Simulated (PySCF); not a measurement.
C4H12Si.

```xyz
17

C     -1.0854     1.0854    -1.0854
Si     0.0000     0.0000     0.0000
C      1.0854     1.0854     1.0854
C      1.0854    -1.0854    -1.0854
C     -1.0854    -1.0854     1.0854
H     -1.7295     1.7295    -0.4819
H     -1.7295     0.4819    -1.7295
H     -0.4819     1.7295    -1.7295
H      1.7295     0.4819     1.7295
H      0.4819     1.7295     1.7295
H      1.7295     1.7295     0.4819
H      1.7295    -1.7295    -0.4819
H      1.7295    -0.4819    -1.7295
H      0.4819    -1.7295    -1.7295
H     -1.7295    -1.7295     0.4819
H     -0.4819    -1.7295     1.7295
H     -1.7295    -0.4819     1.7295
```

Geometry: B3LYP-D3(BJ)/def2-TZVP.

Level of theory: PySCF with B3LYP/pcSseg-1. Non-relativistic, no solvent.

Q: Give the absolute GIAO shielding of each atom: isotropic value and principal components (ppm). (The exact figures need the calculation; the answer reports its results.)

A: 
```tsv
atom	σ(iso)	σ11	σ22	σ33	span
C1	181.3	178.4	178.4	187.1	8.8
Si2	338.7	338.7	338.7	338.7	0.0
C3	181.3	178.4	178.4	187.1	8.8
C4	181.3	178.4	178.4	187.1	8.8
C5	181.3	178.4	178.4	187.1	8.8
H6	31.7	27.7	29.2	38.2	10.5
H7	31.7	27.7	29.2	38.2	10.5
H8	31.7	27.7	29.2	38.2	10.5
H9	31.7	27.7	29.2	38.2	10.5
H10	31.7	27.7	29.2	38.2	10.5
H11	31.7	27.7	29.2	38.2	10.5
H12	31.7	27.7	29.2	38.2	10.5
H13	31.7	27.7	29.2	38.2	10.5
H14	31.7	27.7	29.2	38.2	10.5
H15	31.7	27.7	29.2	38.2	10.5
H16	31.7	27.7	29.2	38.2	10.5
H17	31.7	27.7	29.2	38.2	10.5
```
